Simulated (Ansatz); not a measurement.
Born–Oppenheimer molecular dynamics of BrClF₃H₃NTa (10 atoms, charge 0, multiplicity 1). It starts at the highest image of a converged band. Of that band: Neighbouring images differ by up to 1.3 eV, so the band resolves the path poorly. A vibrational analysis at the climbing image gives one clearly imaginary mode, 1032i cm⁻¹: a first-order saddle point.

Computed with RHF/def2-SVP in Ansatz 0.2.0.

```yaml
ensemble: NVE (velocity Verlet)
time_step: 0.5 fs
steps_asked: 200
starting_velocities_drawn_for: 100 K
seed: 7254
```

First frame:

```xyz
10
Properties=species:S:1:pos:R:3
Ta 0.102 0.064 -0.157
N 2.176 -0.040 -0.265
H 2.696 -0.096 0.597
H 2.651 -0.537 -1.000
F 0.480 0.625 1.589
Cl 0.108 -0.475 -2.440
F -1.423 1.127 -0.261
F -0.527 -1.574 0.394
Br 1.405 2.774 -0.897
H 2.175 1.445 -0.633
```

Question: How far do the bonds stretch over the last three quarters of this one trajectory? (Pairs bonded in most of those frames.)

Answer: 
| bond | mean (Å) | spread (Å) | shortest | longest |
| --- | --- | --- | --- | --- |
| Ta1–N2 | 2.393 | 0.108 | 2.13 | 2.52 |
| Ta1–F5 | 1.869 | 0.014 | 1.85 | 1.90 |
| Ta1–Cl6 | 2.337 | 0.022 | 2.31 | 2.39 |
| Ta1–F7 | 1.841 | 0.017 | 1.81 | 1.87 |
| Ta1–F8 | 1.866 | 0.019 | 1.84 | 1.90 |
| Ta1–Br9 | 2.840 | 0.244 | 2.33 | 3.11 |
| N2–H3 | 1.014 | 0.029 | 0.96 | 1.06 |
| N2–H4 | 1.014 | 0.030 | 0.96 | 1.07 |
| N2–H10 | 1.077 | 0.132 | 0.86 | 1.29 |

Mean temperature of the second half: 1332 K. The conserved energy stayed within 2 meV per atom of its start (net change -0.54 meV per atom), so the integration is sound. The kinetic energy rose, since the run started high on the potential surface and went downhill. A run of 0.1 ps of so small a system gives no equilibrium averages. The orbitals stay closed-shell, which can raise the energy where a bond breaks towards radicals; this wasn't checked here.

The run took 7 min on 4 threads of Arm Neoverse V2, on a shared host, peak memory 0.51 GiB.
